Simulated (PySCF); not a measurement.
```xyz
3
charge 1 multiplicity 3, angstrom
Tc    0.0000   -0.4591    0.0000
S     0.0000    0.7113    1.6928
S     0.0000    0.7113   -1.6928
```

Method: UPBE in PySCF with Tc def2-TZVP with ECP28, S def2-TZVP; scalar-relativistic core potentials, no spin–orbit coupling; density-fitted integrals.

This geometry of [TcS2]+ is a stationary point at this level.

Problem. What is the point group?

Solution. C2v.

Problem. Is it a minimum?

Solution. Yes: all harmonic wavenumbers are real.

Problem. List the harmonic modes with their infrared intensities.

Solution. 
| symmetry | ω (cm⁻¹) | IR (km/mol) |
| --- | --- | --- |
| a1 | 202 | 0.4 |
| a1 | 562 | 0.8 |
| b2 | 568 | 33.3 |

Problem. What are the dipole moment and the gap between the highest occupied and lowest empty levels of either spin?

Solution. 1.68 D about the centre of mass and 0.90 eV.

In C2v the vibrations span 2a1 + b2. Here b1 is antisymmetric to the molecular plane and b2 lies in it.

This need not be the most stable arrangement of these atoms. Other spin states or occupations of the open shell can lie lower.
